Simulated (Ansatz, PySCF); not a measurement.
ClF₃H₂Si₂, SMILES F[Si](F)(F)[SiH2]Cl.

The structure is a stationary point at B3LYP-D3(BJ)/def2-SVP. The structure was generated by enumeration, and PubChem lists no compound with its InChIKey, so it may never have been made. Other conformers were not sampled.

Vertical ionisation energy (IE) and electron affinity (EA) in eV. Rows of orbital energies are one-electron estimates. Where ΔSCF, EOM or ADC give a negative EA the extra electron is unbound and the value depends on the basis.

| level | IE | EA |
|---|---|---|
| −ε(HOMO), −ε(LUMO), r2SCAN/def2-TZVP (PySCF) | 8.08 | 1.88 |
| −ε(HOMO), −ε(LUMO), PBE/def2-TZVP (PySCF) | 7.75 | 2.15 |
| ΔSCF, PBE0/def2-SVPD (Ansatz), final states of multiplicity 2 and 2 | 11.30 | -0.25 |
| ΔSCF, PBE/def2-SVPD (Ansatz), final states of multiplicity 2 and 2 | 10.84 | -0.16 |

Question: What vertical singlet–triplet gap does ΔSCF give with PBE0/def2-SVPD (Ansatz, a program for electronic structure) and with PBE/def2-SVPD (Ansatz)? (Estimate from the structure and the level; the computed values follow.)

Answer: 5.77 and 5.34 eV (triplet above singlet where positive).
